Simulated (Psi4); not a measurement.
Pair of molecules: GeH4 (SMILES [GeH4]) (first 5 atoms) with CH2F2 (SMILES FCF); geometry from B3LYP-D3(BJ)/def2-TZVP, rigid monomers moved along the line of their centres of mass till Ge1···F6 is 3.08 Å.
(charge 0, multiplicity 1):
```json
[
 {"atom": "Ge", "x (Å)": "-0.7001", "y (Å)": "0.5347", "z (Å)": "0.3469"},
 {"atom": "H", "x (Å)": "-0.8604", "y (Å)": "0.6186", "z (Å)": "-1.1801"},
 {"atom": "H", "x (Å)": "-0.3754", "y (Å)": "-0.9192", "z (Å)": "0.7270"},
 {"atom": "H", "x (Å)": "-2.0131", "y (Å)": "0.9564", "z (Å)": "1.0199"},
 {"atom": "H", "x (Å)": "0.4431", "y (Å)": "1.4518", "z (Å)": "0.7963"},
 {"atom": "F", "x (Å)": "-0.4354", "y (Å)": "0.1683", "z (Å)": "3.3905"},
 {"atom": "C", "x (Å)": "0.4575", "y (Å)": "-0.8598", "z (Å)": "3.4706"},
 {"atom": "F", "x (Å)": "1.6585", "y (Å)": "-0.4234", "z (Å)": "3.0023"},
 {"atom": "H", "x (Å)": "0.1081", "y (Å)": "-1.6742", "z (Å)": "2.8348"},
 {"atom": "H", "x (Å)": "0.5699", "y (Å)": "-1.1410", "z (Å)": "4.5187"}
]
```

Computed with SAPT0/aug-cc-pVDZ (Psi4 1.11).

Question: Give the four SAPT terms and the total, and say what mostly holds the pair together.

Answer: electrostatics -2.62, exchange 5.53, induction -0.72, dispersion -2.83, total -0.64 kcal/mol; the largest attraction is dispersion.
